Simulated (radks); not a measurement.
Q: These are the eigenvalues of the occupied orbitals of an atom or ion with whole-number occupations (eV). Calculated with a radial shooting solver on a logarithmic mesh with Libxc functionals: non-relativistic Kohn-Sham, SCAN, spin-polarised, spherical densities, point nucleus; meta-GGA in the generalised Kohn-Sham scheme.

| orbital | eigenvalue |
|---|---|
| 1s up | -669.2767 |
| 1s down | -668.2741 |
| 2s up | -32.5812 |
| 2s down | -30.3912 |
| 2p up | -12.5988 |
| 2p down | -10.3606 |

Which element is it, and in what charge state? The configuration may be excited. Open shells, if any, are filled with parallel spins first.

A: Z = 9, fluorine, charge 0: F in [He] 2s2 2p5. The list shows which subshells hold electrons but not how many an open one holds; the 1s level, -24.595 hartree, gives Z - s = 7.0 by -(Z - s)^2/2, which with screening narrows Z to a few neighbours, and the depths of the outer levels then fix element, charge and occupations together.
